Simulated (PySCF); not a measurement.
H2BO3 (SMILES [O]B(O)O), doublet, at a GFN2-xTB geometry; PySCF with DF-WB97X/6-31G**.

PySCF was given this input:
```python
from pyscf import gto, scf, dft

mol = gto.Mole()
mol.atom = '''
    O     1.34790420   -0.49857345    0.00923664
    B     0.12623520   -0.04669287    0.00086504
    O    -0.94645583   -0.91561202   -0.00145748
    O    -0.12278728    1.31111211   -0.00586961
    H    -1.81315905   -0.50618699   -0.00774958
    H    -1.04730568    1.56423828   -0.01185202
'''
mol.basis = '6-31g**'
mol.spin = 1
mol.verbose = 4
mol.build()

mf = dft.UKS(mol)
mf.xc = 'wb97x'
mf = mf.density_fit(auxbasis='def2-universal-jkfit')
mf.kernel()
```

Question: Write the output that PySCF gives for this input, abridged.

Answer: 
```
PySCF version 2.14.0

[INPUT] verbose = 4
[INPUT] num. atoms = 6
[INPUT] num. electrons = 31
[INPUT] charge = 0
[INPUT] spin (= nelec alpha-beta = 2S) = 1
[INPUT] symmetry False subgroup None
[INPUT] Mole.unit = angstrom
[INPUT] Symbol           X                Y                Z      unit          X                Y                Z       unit  Magmom
[INPUT]  1 O      1.347904200000  -0.498573450000   0.009236640000 AA    2.547169780151  -0.942167273480   0.017454719911 Bohr   0.0
[INPUT]  2 B      0.126235200000  -0.046692870000   0.000865040000 AA    0.238549955280  -0.088236736270   0.001634688687 Bohr   0.0
[INPUT]  3 O     -0.946455830000  -0.915612020000  -0.001457480000 AA   -1.788542307698  -1.730255954160  -0.002754238032 Bohr   0.0
[INPUT]  4 O     -0.122787280000   1.311112110000  -0.005869610000 AA   -0.232034330780   2.477642806501  -0.011091955358 Bohr   0.0
[INPUT]  5 H     -1.813159050000  -0.506186990000  -0.007749580000 AA   -3.426374024777  -0.956554778918  -0.014644583780 Bohr   0.0
[INPUT]  6 H     -1.047305680000   1.564238280000  -0.011852020000 AA   -1.979120903901   2.955981942761  -0.022397071823 Bohr   0.0

nuclear repulsion = 108.044819837476
number of shells = 30
number of NR pGTOs = 122
number of NR cGTOs = 66
basis = 6-31g**
ecp = {}

******** <class 'pyscf.df.df_jk.DFUKS'> ********
method = DFUKS
initial guess = minao
damping factor = 0
level_shift factor = 0
DIIS = <class 'pyscf.scf.diis.CDIIS'>
diis_start_cycle = 1
diis_space = 8
diis_damp = 0
SCF conv_tol = 1e-09
SCF conv_tol_grad = None
SCF max_cycles = 50
direct_scf = False
number electrons alpha = 16  beta = 15
XC library pyscf.dft.libxc version 7.1.2
    S. Lehtola, C. Steigemann, M. J. T. Oliveira, and M. A. L. Marques,  SoftwareX 7, 1–5 (2018)
XC functionals = wb97x
    J.-D. Chai and M. Head-Gordon,  J. Chem. Phys. 128, 084106 (2008)
radial grids:
    Treutler-Ahlrichs [JCP 102, 346 (1995); DOI:10.1063/1.469408] (M4) radial grids

becke partition: Becke, JCP 88, 2547 (1988); DOI:10.1063/1.454033
pruning grids: <function nwchem_prune>
grids dens level: 3
symmetrized grids: False
atomic radii adjust function: <function treutler_atomic_radii_adjust>
small_rho_cutoff = 0
Set gradient conv threshold to 3.16228e-05
tot grids = 75912
******** <class 'pyscf.df.df.DF'> ********
auxbasis = def2-universal-jkfit
Create RSH-DF object <pyscf.df.df.DF object> for omega=0.3
******** <class 'pyscf.df.df.DF'> ********
auxbasis = auxmol.basis = def2-universal-jkfit
init E= -252.115091165299

cycle= 1 E= -251.578489744314  delta_E= 0.537  |g|= 0.579  |ddm|= 1.71
cycle= 2 E= -251.62823538336  delta_E= -0.0497  |g|= 0.499  |ddm|= 0.612
cycle= 3 E= -251.714284633143  delta_E= -0.086  |g|= 0.0426  |ddm|= 0.281
cycle= 4 E= -251.715300860111  delta_E= -0.00102  |g|= 0.0192  |ddm|= 0.0449
cycle= 5 E= -251.715526525211  delta_E= -0.000226  |g|= 0.00599  |ddm|= 0.0181
cycle= 6 E= -251.71555889862  delta_E= -3.24e-05  |g|= 0.00147  |ddm|= 0.00762
cycle= 7 E= -251.71556351152  delta_E= -4.61e-06  |g|= 0.000405  |ddm|= 0.00331
cycle= 8 E= -251.715563960791  delta_E= -4.49e-07  |g|= 0.000141  |ddm|= 0.0011
cycle= 9 E= -251.715564032608  delta_E= -7.18e-08  |g|= 5.34e-05  |ddm|= 0.000474
cycle= 10 E= -251.715564044003  delta_E= -1.14e-08  |g|= 1.65e-05  |ddm|= 0.000207
cycle= 11 E= -251.715564045101  delta_E= -1.1e-09  |g|= 5.77e-06  |ddm|= 6.4e-05
cycle= 12 E= -251.715564045225  delta_E= -1.24e-10  |g|= 2.1e-06  |ddm|= 2.38e-05
Extra cycle  E= -251.715564045231  delta_E= -6.71e-12  |g|= 1.71e-06  |ddm|= 3.43e-06
converged SCF energy = -251.715564045231  <S^2> = 0.75266123  2S+1 = 2.0026595
```
